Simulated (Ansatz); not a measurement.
Cartesian coordinates in Å:
```
C -0.580 0.483 -1.460
C 0.535 0.425 -0.449
O 1.738 0.409 -1.142
O 0.453 -0.745 0.341
Si -0.438 -0.880 1.716
H -0.526 -0.397 -2.103
H -0.482 1.380 -2.074
H -1.550 0.503 -0.961
H 0.493 1.298 0.226
H 2.449 0.306 -0.502
H -0.163 0.273 2.620
H -1.899 -0.904 1.433
H -0.030 -2.152 2.355
```

Total charge 0; spin multiplicity 1.

List the PBE/def2-TZVPP orbital energies in eV (Ansatz). (An estimate is asked.)

Ansatz gave: Occupied: -1780.04, -510.47, -510.44, -271.82, -268.74, -137.73, -94.50, -94.45, -94.44, -26.75, -24.83, -18.64, -15.47, -13.85, -13.34, -11.69, -11.01, -9.65, -9.49, -9.35, -8.81, -8.25, -7.66, -7.29, -6.52. Lowest empty: -0.61, 0.46, 0.54, 0.94, 1.04, 1.48, 1.87, 2.67.
